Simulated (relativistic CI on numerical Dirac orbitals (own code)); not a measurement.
What each ingredient does to the levels of Ho⁴¹⁺

Base calculation: Dirac-Coulomb-Breit CI, separate exchange-only KLI orbitals for each configuration, a model potential for QED, unscaled Slater integrals.

Configuration list (outside the closed core [Ne]): 3s2.3p6.3d8, 3s2.3p5.3d9, 3s2.3p4.3d10, 3s.3p6.3d9, 3p6.3d10, 3s.3p5.3d10, 3s2.3p6.3d7.4s, 3s2.3p6.3d7.4p, 3s2.3p4.3d9.4s, 3s2.3p6.3d7.4d, 3s2.3p4.3d9.4p, 3s2.3p5.3d8.4s, 3s2.3p6.3d7.4f, 3s2.3p4.3d9.4d, 3s.3p5.3d9.4s, 3s2.3p5.3d8.4p. Levels of other configurations are missing.

The lowest level and the first level of each name with at least 55 % of one term (blank where a level has no safe partner in the second run):

| Level | Base (eV) | Shift (eV) |
| --- | --- | --- |
| 3s2.3p6.3d8 3F_4 | 0.000 | 0.000 |
| 3s2.3p6.3d8 3P_0 | 24.241 | +0.144 |
| 3s2.3p6.3d8 3F_3 | 39.444 | -0.010 |
| 3s2.3p6.3d8 3P_1 | 52.178 | +0.053 |
| 3s2.3p6.3d8 1G_4 | 53.067 | -0.024 |
| 3s2.3p6.3d8 3F_2 | 85.086 | +0.107 |
| 3s2.3p6.3d8 1S_0 | 106.749 | +0.149 |
| 3s2.3p5.3d9 3F°_4 | 355.039 | +0.329 |
| 3s2.3p5.3d9 1D°_2 | 363.301 | +0.817 |
| 3s2.3p5.3d9 3D°_3 | 376.846 | +0.967 |
| 3s2.3p5.3d9 3D°_2 | 408.463 | +0.899 |
| 3s2.3p5.3d9 3P°_0 | 414.414 | +1.126 |
| 3s2.3p5.3d9 3F°_3 | 416.947 | +0.606 |
| 3s2.3p5.3d9 3F°_2 | 588.395 | +0.553 |
| 3s2.3p4.3d10 3P_2 | 734.303 | +6.806 |
| 3s2.3p4.3d10 1S_0 | 758.335 | +1.552 |
| 3s.3p6.3d9 3D_3 | 759.150 |  |
| 3s.3p6.3d9 3D_2 | 770.797 |  |
| 3s.3p6.3d9 3D_1 | 800.971 |  |
| 3s.3p6.3d9 1D_2 | 809.385 |  |
| 3s2.3p4.3d10 3P_1 | 928.501 | +0.099 |
| 3s2.3p4.3d10 1D_2 | 942.723 | -5.354 |

At this charge energies of transitions that change n are usually good to better than 1 %, and those within a shell (Δn = 0) to a few per cent.

Task: One thing was changed in a second run, which moved the levels as shown. Which?
A. Breit term removed
B. only the first 3 configurations
C. QED terms removed
D. valence Slater integrals scaled by 0.9

Result: B. Only the first 3 configurations. With fewer configurations the levels that remain lose their mixing partners.

LS names give the leading component of a level, which can be under half, so a name can repeat, a term be missing and a line seem to break the LS rules.
